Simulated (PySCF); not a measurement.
```xyz
5
charge -1 multiplicity 3, angstrom
Rh    0.0000    0.0000    0.0000
O     1.0210    1.0210    1.0210
O    -1.0210   -1.0210    1.0210
O    -1.0210    1.0210   -1.0210
O     1.0210   -1.0210   -1.0210
```

These are results of PySCF, UPBE, basis Rh def2-SVPD with ECP28, O def2-SVPD (scalar-relativistic core potentials, no spin–orbit coupling, density fitting), not measurements.

This geometry of [RhO4]- is a stationary point at this level.

Q: What is the point group?

A: Td.

Q: Is it a minimum?

A: Yes: all harmonic wavenumbers are real.

Q: What are the dipole moment and the gap between the highest occupied and lowest empty levels of either spin?

A: 0.00 D about the centre of mass and 0.80 eV.

Q: Give the ideal-gas entropy at 298.15 K and 1 bar by parts.

A: translation 172.7, rotation 88.9, vibration 41.7, spin 9.1; total 312.4 J/(mol K).

Other isomers or separated fragments may lie lower. With open d or f shells other occupations or spin states may lie lower. The lowest empty level of this anion is unbound, so it and the gap depend on the basis.
